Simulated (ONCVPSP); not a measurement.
**Varying the ONCV potential for Se**

Base potential:

- Element: Se
- Generator: ONCVPSP 4.0.1
- Type: optimised norm-conserving Vanderbilt (ONCV)
- Functional: PBE
- Relativity: scalar-relativistic
- Frozen core: [Ne]
- Valence charge: 24
- Reference configuration: 3s2 3p6 3d10 4s2 4p4
- Partial waves: 3s+4s: rc 0.80 bohr, ncon 3, nbas 6, qcut 13.3 1/bohr, 2 projectors; 3p+4p: rc 1.10 bohr, ncon 3, nbas 7, qcut 9.9 1/bohr, 2 projectors; 3d: rc 1.15 bohr, ncon 4, nbas 9, qcut 14.2 1/bohr, 1 projector
- Local potential: polynomial inside 0.50 bohr (lpopt 5, dvloc0 6 Ha)
- Core correction: polynomial model core, fcfact 0.75

All-electron outer shells of the reference configuration (PBE, scalar-relativistic, ld1.x):

```csv
shell,level (eV),outermost node (bohr),outermost maximum (bohr)
2s,-1607.20,0.06,0.17
2p,-1413.61,–,0.13
3s,-213.51,0.24,0.50
3p,-152.98,0.21,0.50
3d,-53.12,–,0.45
4s,-17.29,0.70,1.51
4p,-6.51,0.74,1.82
```

Cutoffs, loose and tight: the cutoffs (Ha) at which the residual kinetic energy of the hardest occupied pseudo-wave falls to 1 and 0.1 mHa per electron. They do not see the model core or the augmentation charge, which bear on the density cutoff. Test errors are all-electron minus pseudo excitation energies from the reference, over the configurations 3s2 3p6 3d10 4s2 4p3; 3s2 3p6 3d10 4s2 4p2; 3s2 3p6 3d10 4s2 4p1; 3s2 3p6 3d10 4s1 4p4. A dash means not determined; rows that change the core or the reference have their own tests.

| change | outcome | cutoff, loose | cutoff, tight | bound ghosts | GHOST(+) flags above zero | largest test error (meV) |
| --- | --- | --- | --- | --- | --- | --- |
| base | generated | 82 Ha | 127 Ha | none | s | -9.5 |
| local potential polynomial inside 0.55 bohr (lpopt 4, dvloc0 0 Ha) | generated | 82 Ha | 127 Ha | none | none | -9.5 |
| core correction polynomial model core, fcfact 0.6 | generated | 82 Ha | 127 Ha | none | s | -9.5 |
| s: qcut 9.7 | generated | – | – | none | s | -9.1 |
| core correction polynomial model core, fcfact 0.18 | generated | 82 Ha | 127 Ha | none | s | -9.5 |
| local potential polynomial inside 0.50 bohr (lpopt 5, dvloc0 3.5 Ha) | generated | 82 Ha | 127 Ha | none | s | -9.5 |
| s: rc 1.1 | generated | 82 Ha | 127 Ha | none | s | -9.0 |
| s: nproj 4 | generated | 82 Ha | 127 Ha | none | s | -9.5 |
| p: rc 1.32 | generated | 82 Ha | 91 Ha | none | s | -14 |

What comes out with this change to the base: reference 3s2 3p6 3d10 4s1 4p5?

outcome: generated; cutoff, loose: 82 Ha; cutoff, tight: 127 Ha; bound ghosts: none; GHOST(+) flags above zero: s; largest test error (meV): +307.

What comes out with this change to the base: s: qcut 14.8; p: qcut 11; d: qcut 15.8?

outcome: generated; cutoff, loose: 93 Ha; cutoff, tight: 103 Ha; bound ghosts: none; GHOST(+) flags above zero: none; largest test error (meV): -8.9.

What comes out with this change to the base: all radii but the core radius scaled by about 1.12 (s 0.90, p 1.24, d 1.28 bohr); local potential polynomial inside 0.56 bohr (lpopt 5, dvloc0 6 Ha)?

outcome: generated; cutoff, loose: 75 Ha; cutoff, tight: 84 Ha; bound ghosts: none; GHOST(+) flags above zero: none; largest test error (meV): -14.
